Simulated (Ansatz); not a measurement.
Z-matrix (Å, degrees):
```
I
H 1 1.633
```

The species carries charge 1 and has multiplicity 2. I takes the def2 core potential.

Problem. List the PBE/def2-TZVPP orbital energies in eV (the Gaussian-basis code of Ansatz). (Best estimate.)

Solution. Computed: α occupied: -189.42, -136.90, -136.67, -136.31, -59.05, -59.02, -58.72, -58.53, -58.49, -26.72, -18.09, -15.92, -14.77. α empty: -9.00, -3.48, -3.15, -2.87, -2.65, -2.48, -2.00, -1.86. β occupied: -189.34, -136.72, -136.64, -136.28, -58.84, -58.83, -58.55, -58.50, -58.42, -26.01, -17.85, -14.43. β empty: -14.28, -8.76, -2.73, -2.72, -2.63, -1.81, -1.73, -1.60. ⟨S²⟩ = 0.753.
